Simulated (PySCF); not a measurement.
Positional isomers: butadiene methyl+boryl. Gas-phase values, no solvent. One relaxed conformer stands for each flexible species; it need not be the lowest. Strings in code marks are SMILES.

The LUMO from two functionals at the same geometries (CAM-B3LYP-D3(BJ)/def2-TZVP), both in PySCF: PBE-D3(BJ)/def2-TZVP and CAM-B3LYP-D3(BJ)/def2-TZVP. 

```csv
species,PBE-D3(BJ)/def2-TZVP (eV),CAM-B3LYP-D3(BJ)/def2-TZVP (eV)
`BC(=C)/C=C/C`,-2.90,-0.83
`B/C(C)=C/C=C`,-3.14,-1.19
`B/C=C/C=C\C`,-3.05,-1.11
`C(=C/C=C\B)/C`,-3.06,-1.11
```

Over these rows, drawn at random from the members with no instability flagged (it was tested for open shells, ions and some series alone), PBE minus CAM-B3LYP-D3(BJ): mean -1.98 eV, from -2.08 eV to -1.94 eV.
